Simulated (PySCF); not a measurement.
## What settings do to a single point of [Pr(NH3)2]3+

The sound run of [Pr(NH3)2]3+ (singlet in the valence; each metal's 4f electrons, 2 of them, lie in its core potential, out of spins and levels) uses PySCF 2.14.0, RKS BP86, Pr lcecp-1-SVP with ECP48, N def2-SVP, H def2-SVP; non-relativistic Hamiltonian with scalar-relativistic core potentials where named; density fitting; no spin-orbit coupling, grid (50, 194), threshold 1e-8 Eh and 55 cycles, at the relaxed geometry:

```xyz
9

Pr   -0.0896    1.1577    0.0004
N     0.0166   -0.1965    2.0824
H     0.8620   -0.0290    2.6844
H    -0.7740   -0.0384    2.7569
H     0.0179   -1.2401    1.9710
N     0.0176   -0.1949   -2.0835
H     0.8527   -0.8237   -2.1881
H    -0.7853   -0.8517   -2.2525
H     0.0422    0.3676   -2.9710
```

There Pr1 has a Mulliken charge of 2.09 e and the dipole about the centre of mass is 3.28 D. Each run below changes one thing and starts from free metal ions and neutral atoms unless it says otherwise; with 55 cycles, smearing, a level shift and second-order steps follow where DIIS fails, and their cycles count. Energy shifts count from the sound run. On f atoms grids over 110 angular points are at least (60, 302).

```
                                                       change    outcome  cycles  energy shift (eV)  largest force component (eV/Å)  charge on Pr1 (e)  dipole about the centre of mass (D)
                                             threshold 0.0001  converged       8             0.0000                            0.02               2.09                                 3.28
             charge changed by +4, spin kept, limit 56 cycles  converged      25                  –                           10.85               2.96                                19.62
                                                grid (15, 26)  converged      11             0.0896                            3.16               2.09                                 3.25
start from a density of up to 30 smeared cycles (not counted)  converged       6             0.0000                            0.01               2.09                                 3.28
```

Problem. How does the run with this change end: all coordinates × 1.12?

Solution. outcome converged, cycles 12, energy shift (eV) 1.91, largest force component (eV/Å) 3.26, charge on Pr1 (e) 2.10, dipole about the centre of mass (D) 3.47.

Unsound on purpose, so not properties of the compound: charge changed by +4, spin kept, limit 56 cycles; grid (15, 26).

Forces carry noise of the integration grid, about 0.01 to 0.03 eV/Å.

A frequency check found unstable modes (1, the lowest at -40 cm⁻¹), so the relaxed geometry is probably a saddle point. An lcecp potential fixes the number of 4f electrons, so in runs with it no electron can move into or out of that shell.
